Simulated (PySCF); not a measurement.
## Shapes and spin states of AuI₂⁺

Level of theory: PBE0/[Au def2-SVP with ECP60, I def2-SVP with ECP28], scalar-relativistic core potentials, density fitting, no spin–orbit coupling, PySCF.

Relaxations began from a few typed shapes and spin states; open shells are unrestricted. The search is not exhaustive: other isomers or separated fragments can lie lower, and high-lying points may rest on an excited occupation.

Order these stationary points by electronic energy, lowest first, in kJ/mol from the lowest minimum.
A. triplet D∞h: Au–I 2.558 Å (×2); I–Au–I 180.0°
B. singlet C2v: Au–I 2.769 Å (×2), I–I 2.804 Å; Au–I–I 59.6° (×2), I–Au–I 60.8°

A (0.0), B (28.6).

Which of them are minima?

By energy in kJ/mol, 0.0: minimum; 28.6: minimum.

Formally Au is in oxidation state +3, d8, with 2 unpaired electrons (the high-spin count). The Mulliken spin on Au is 0.13, so most of the spin sits on the ligands and the formal count fails. The polar-tensor charge on Au, 0.25, is far below the formal one.

For the lowest minimum: other spin states or occupations of the open shell can lie lower. No spin–orbit coupling is included, which matters more the heavier the element.
